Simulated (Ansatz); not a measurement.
Geometry optimisation, RKS B3LYP-D4/def2-SVP in Ansatz.

Input file:

```yaml
crystal:
  periodic: [false, false, false]
  atoms:
    - { symbol: C, position_ang: [-0.6006, 0.9635, -0.4951] }
    - { symbol: Ga, position_ang: [-0.4195, 0.1819, 1.7591] }
    - { symbol: S, position_ang: [0.1658, -1.5268, 1.0387] }
    - { symbol: S, position_ang: [2.1591, -1.5642, 0.0653] }
    - { symbol: H, position_ang: [-1.4291, 1.7841, -0.4465] }
    - { symbol: H, position_ang: [-0.727, 0.5197, -1.4933] }
    - { symbol: H, position_ang: [0.3797, 1.4768, -0.4048] }
    - { symbol: H, position_ang: [-0.9427, -0.6017, 1.0972] }
    - { symbol: H, position_ang: [1.5027, -1.2798, -1.1377] }
basis:
  gaussian: { orbitals: def2-SVP }
hamiltonian:
  xc: b3lyp
  dispersion: d4
relax:
  f_tol: 0.015
  max_steps: 40
```

Command:

```bash
$ ansatz run input.yaml --threads 2 --pin off --max-ram 3072MiB --backend cpu --events-out ev --progress --plain --runs-dir out
```

Problem. Where does it end, and by what steps?

Solution. The run converged. The force dipped under the threshold on the way, but the program's further checks kept it going. After 39 steps the energy has fallen by 9.214 eV; H8 moved furthest, 1.31 Å. The start is strongly strained (largest force component 17 eV/Å), so its close contacts needn't be bonds. Parted: S3–H8 (1.44 → 3.17 Å).

```
step  energy less start (eV)  largest force component (eV/Å)  accepted
   0                  0.0000                          16.589       yes
   2                 -5.3787                           2.251       yes
   4                 -6.7734                           1.332       yes
   6                 -7.4514                           1.532       yes
   8                 -8.3966                           1.153       yes
  10                 -8.9989                           0.428       yes
  12                 -9.1687                           0.279       yes
  14                 -9.1953                           0.338       yes
  16                 -9.2037                           0.027       yes
  18                 -9.2044                           0.022       yes
  20                 -9.2046                           0.094       yes
  22                 -9.2056                           0.095       yes
  24                 -9.2051                           0.086        no
  26                 -9.2074                           0.059       yes
  28                 -9.2077                           0.097       yes
  30                 -9.2082                           0.253        no
  32                 -9.2101                           0.015       yes
  34                 -9.2113                           0.146       yes
  36                 -9.2133                           0.026       yes
  38                 -9.2124                           0.114        no
  39                 -9.2135                           0.009       yes
```

```xyz
9
Properties=species:S:1:pos:R:3
C -0.596 1.167 -0.441
Ga -0.803 -0.270 0.886
S 0.835 -1.774 1.177
S 2.363 -1.081 -0.131
H -1.004 2.116 -0.061
H -1.158 0.898 -1.352
H 0.462 1.292 -0.710
H -2.026 -0.574 1.825
H 2.014 -1.822 -1.212
```

Run time: 70 s on 2 threads of Intel(R) Xeon(R) 6975P-C (Granite Rapids), with other jobs on the host, peak memory 0.28 GiB.
